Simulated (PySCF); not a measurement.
How methods differ on the ionisation energy of Ni²³⁺

Ni²³⁺ [He] 2s2 2p1 (2P) → Ni²⁴⁺ [He] 2s2 (1S), as a difference of total energies. Calculation: PySCF 2.14, in an uncontracted even-tempered set (15 s from 5.1 bohr⁻², ratio 2.5; 9 p from 6.6 bohr⁻², ratio 2.5; 5 d from 28 bohr⁻², ratio 2.7; 4 f from 42 bohr⁻², ratio 2.7); the non-relativistic Hamiltonian (point nucleus). Correlated levels: nothing frozen; virtual orbitals above 40 to 60 times the deepest correlated orbital energy dropped. The calculations carry no spin-orbit coupling.

```tsv
method	ionisation energy (eV)
UHF	2110.0
MP2 (all electrons)	2109.2
SCS-MP2 (all electrons)	2108.9
CCSD (all electrons)	2107.5
CCSD(T) (all electrons)	2107.5
```

Task: How much does correlation contribute at CCSD(T) (all electrons)?

Result: 2107.5 − (2110.0) = -2.5 eV, measured against UHF.

A first-order spin-orbit estimate (lowest level to lowest level, LS coupling) adds 12.974 eV.

These non-relativistic numbers lack the scalar-relativistic shift.

For comparison: 2130.5 ± 0.9 eV (semi-empirical (NIST evaluation); NIST Atomic Spectra Database, ionization energies).
